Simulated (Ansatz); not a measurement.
H4MoN2S2, SMILES `[NH2][Mo]([NH2])(=[S])=[S]`, relaxed with RKS PBE0-D4/def2-TZVP in Ansatz from a PBE-D4/def2-SVP geometry. The force threshold is 0.005 eV/Å; the program also tests the step.

Charge 0, multiplicity 1. Mo takes the def2 core potential.

Start:

```xyz
9

N    -0.381   -1.520   -0.554
Mo    0.051    0.362   -0.506
N     0.306    0.981    1.306
S     1.894    0.639   -1.549
S    -1.604    1.426   -1.336
H     0.316   -2.271   -0.565
H    -1.335   -1.891   -0.507
H    -0.451    1.305    1.915
H     1.206    0.969    1.796
```

```csv
step,energy (eV),largest force (eV/Å),largest move (Å)
1,-26566.9088,0.729,0.000
2,-26566.9570,0.429,0.061
3,-26566.9686,0.152,0.017
4,-26566.9694,0.077,0.015
5,-26566.9696,0.008,0.006
6,-26566.9696,0.001,0.002
```

End:

```xyz
9

N    -0.377   -1.519   -0.534
Mo    0.049    0.350   -0.490
N     0.299    0.963    1.310
S     1.859    0.627   -1.527
S    -1.574    1.406   -1.315
H     0.313   -2.250   -0.606
H    -1.318   -1.881   -0.507
H    -0.441    1.336    1.884
H     1.190    0.967    1.783
```

Run time 25 s (4 threads of a server CPU on a shared host); peak host memory 0.6 GiB.
